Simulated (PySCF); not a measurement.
## Two-component Hartree-Fock for Sb⁴¹⁺ (antimony, charge +41)

Start: [Ne]. Calculated with PySCF 2.14 in an even-tempered Gaussian basis (17 s from 20 bohr⁻², ratio 2.4; 12 p from 26 bohr⁻², ratio 2.4; 5 d from 99 bohr⁻², ratio 2.6; 4 f from 150 bohr⁻², ratio 2.6): generalised Hartree-Fock with the X2C-1e Hamiltonian and a Gaussian nucleus; one run each with spin-orbit coupling (SO) switched off, then screened by Boettger's factors.

```csv
spinor shell,electrons,"ε, spin-free (eV)","ε, screened SO (eV)",weight of nominal j (screened SO),"rms radius, screened SO (bohr)"
1s1/2,2,-33339.9,-33337.8,1.000,0.0325
2s1/2,2,-7268.9,-7268.4,1.000,0.130
2p1/2,2,-6804.5,-6986.7,1.000,0.112
2p3/2,4,-6804.5,-6722.2,1.000,0.117
```

```json
{"quantity": "E (hartree)", "spin-free": "-4918.39610", "screened SO": "-4919.78719"}
{"quantity": "M_J", "spin-free": "0", "screened SO": "0"}
{"quantity": "⟨J²⟩", "spin-free": "0.000", "screened SO": "0.000"}
{"quantity": "⟨L²⟩", "spin-free": "0.000", "screened SO": "0.007"}
{"quantity": "⟨S²⟩", "spin-free": "0.000", "screened SO": "0.007"}
```

Breit and QED terms are absent; they matter most for the inner s and p1/2 levels.

Densities and radii are taken from the X2C orbitals without a picture-change correction, which distorts them close to the nucleus.

Without spin-orbit coupling the j labels of p, d and f shells carry no meaning; the spin-free column gives the mean over the occupied spinors of each nl shell.
